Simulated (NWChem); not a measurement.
# Total energies of Au2

```
Au
Au 1 2.5399
```
Charge 0, spin multiplicity 1.

All runs are NWChem calculations. All single points use one geometry, from PBE0/def2-SVP with def2 effective core potentials on Au, a minimum by its harmonic frequencies.

Basis set: def2-TZVP (80 functions).

```
method   total energy (Ha)
-------  -----------------
RHF             -269.60549
MP2             -270.21404
B2PLYP          -271.02442
PBE             -271.57432
B3LYP           -271.59216
r2SCAN          -271.60113
CCSD(T)         -270.18697
```

Total energies of different functionals aren't comparable as a measure of quality: only differences taken within one method are. 

Effective core potentials replace the inner electrons of Au; spin-orbit coupling is left out. The correlated methods keep 8 core orbitals frozen. B3LYP has NWChem's definition, with VWN1-RPA local correlation. The structure started from a generated list of species. Coupled-cluster values serve here as a point of comparison, not as the truth.
